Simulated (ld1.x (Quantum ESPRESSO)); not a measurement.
## Transferability test, TM potential for krypton (Kr)

```
Element                 : krypton
Generator               : ld1.x (Quantum ESPRESSO) 7.5
Type                    : norm-conserving Troullier–Martins (Kleinman–Bylander form)
Functional              : PBEsol
Relativity              : scalar-relativistic
Frozen core             : [Ar] 3d10
Valence charge          : 8
Reference configuration : 4s2 4p6
Partial waves           : 4p (bound): rc 1.45 bohr; 4s (bound): rc 1.20 bohr
Local potential         : the s channel
Core correction         : none
```

Energies are relative to the spin-unpolarised reference configuration 4s2 4p6; without spin polarisation the order of configurations can differ from experiment.

(1) Give the all-electron excitation energy and the error of the potential for: 4s2 4p5; 4s2 4p4; 4s2 4p3; 4s1 4p6; 4s2 4p2; 4s2 4p5.5.

Levels in the configuration 4s2 4p3:

| level | all-electron (eV) | pseudo (eV) |
| --- | --- | --- |
| 4s | -59.125 | -59.201 |
| 4p | -43.346 | -43.385 |

Note: ghost state, extra bound levels that the all-electron valence spectrum of the same l lacks: p at -250.7 eV. A true bound ghost makes a file unfit for plane-wave use.

Results:

(1)

| valence configuration | charge | ΔE all-electron (eV) | error AE − PS (meV) |
| --- | --- | --- | --- |
| 4s2 4p5 | +1 | 14.283 | -11 |
| 4s2 4p4 | +2 | 39.460 | -43 |
| 4s2 4p3 | +3 | 76.550 | -90 |
| 4s1 4p6 | +1 | 28.793 | -20 |
| 4s2 4p2 | +4 | 126.392 | -123 |
| 4s2 4p5.5 | +0.5 | 5.853 | -3.0 |

ld1.x printed “convergence not achieved” for 6 of the counted tests; their residual had stalled under 1e-8, short of the target of 1e-14.
